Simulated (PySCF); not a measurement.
Structure elucidation problem

The spectra below were simulated for a compound C₄H₉ClO₂Si₂.

1H NMR (400 MHz, computed): δ 7.61 (m, 1H), 6.07 (br s, 1H), 5.86 (d, 1H), 4.22 (m, 1H), 4.19 (m, 1H), 4.01 (m, 1H), 3.58 (m, 3H).

13C{1H} NMR (computed): δ 170.7, 162.9, 121.2, 52.1.

- GFN2-xTB structure
- NMR shieldings at PBE0/pcSseg-1/GIAO
- run in PySCF
- averaged over atoms made equivalent by symmetry, fast rotation or ring inversion, isolated molecule, relativity neglected, one conformer

Chemical shifts δ = σref − σ; TMS for 1H and 13C, all at this level.

Question: Propose a structure and justify it.

Answer: 
- The formula gives 2 degrees of unsaturation (no ring in the answer).
- 4 carbon signals for 4 carbons: no two carbons are equivalent.
- Carbon types of the structure: 1 × C, 3 × CH, leaving 6 H on heteroatoms.
- δC 170.7: carboxylic acid carbon; it is a carbonyl in resonance with an O or N lone pair, the region of acids, esters and amides.
- δC 162.9: β carbon of a C=C–C=O unit; conjugation with the carbonyl draws π density from the β position.
- δC 121.2: α carbon of a C=C–C=O unit; the olefinic region.
- δC 52.1: allylic sp3 CH bonded to Cl and Si; deshielded by the electronegative neighbour.
- δH 6.07: hydrogen on an acid hydroxyl oxygen; exchangeable, gas-phase position.
- δH 5.86: hydrogen on an α carbon of a C=C–C=O unit; a vinylic proton, deshielded by the sp2 carbon and the C=C anisotropy.
- δH 4.22: hydrogen on an allylic sp3 CH bonded to Cl and Si; its carbon carries Cl, which withdraws density.

Structure: `[C@@H](/C=C/C(=O)O)(Cl)[SiH2][SiH3]`.

The shifts were computed for this structure.

OH/NH shifts are gas-phase values; hydrogen bonding in solution moves them, usually downfield. Carbons that carry Cl, above all several Cl atoms, come out too deshielded, partly because spin–orbit coupling is missing. Shifts are as computed. Against solution values, carbons near 30 ppm lie about +3 ppm off and those near 130 ppm about +5 ppm; carbons on Cl a further +6 ppm. Of 1211 compounds with measured shifts, 218 miss one by over three times the rms of a fit or turn the order of signals round; such compounds aren't used in these exercises. The C=O carbon of an acid or of an amide with N–H lies up to 10 ppm further downfield in solution, through hydrogen bonding that the calculation lacks. No couplings were computed; multiplicities are counted from neighbouring protons, with m where these are inequivalent, close in shift, in a saturated or five-membered ring or joined by F or P, and br s for small geminal =CH2 splittings.
